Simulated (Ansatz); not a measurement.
Reaction (silylene formation by 1,1-elimination): `CO[SiH](N)O` → `CO[Si]N` + H₂O

Calculated with Ansatz (gas phase, PBE0-D4/def2-TZVP geometries, no zero-point term in ΔE). CBS: MP2 limit from def2 TZ/QZ plus the TZ coupled-cluster correction, frozen cores. This one scheme is used for every species. DFT in def2-TZVPP. B3LYP here is the variant with VWN-RPA as its local correlation; programs differ in this. One conformer a species, not always the lowest.

| level | ΔE (kJ/mol) |
| --- | --- |
| LDA (SPW92) | 246.9 |
| revPBE-D4 | 217.2 |
| B3LYP-D4 | 232.6 |
| B2PLYP | 235.3 |
| PBE | 214.2 |
| MP2/def2-SVP | 234.3 |
| SCS-MP2/def2-TZVPP | 244.8 |
| CCSD/def2-TZVPP | 240.2 |

Question: What does CCSD(T)/CBS give? (An estimate is asked.)

Answer: The calculation gave: +239.6 kJ/mol. The listed levels differ from it by 7.3, -22.4, -7.0, -4.3, -25.4, -5.3, 5.2, 0.6 kJ/mol.

Largest T1 diagnostic among the species: 0.013.

The D4 term adds +9.7 kJ/mol with B3LYP and +5.3 kJ/mol with PBE0; it sums over pairs of atoms, weighted by their polarisabilities, and B3LYP, whose exchange is more repulsive, gets the larger term. Leaving LDA and LC-ωPBE aside and taking each functional with its dispersion term where it has one, the values, not all of them listed here, spread over 46.4 kJ/mol, from BLYP-D4 to r2SCAN0-D4. LDA lies +32.7 kJ/mol from PBE without D4.
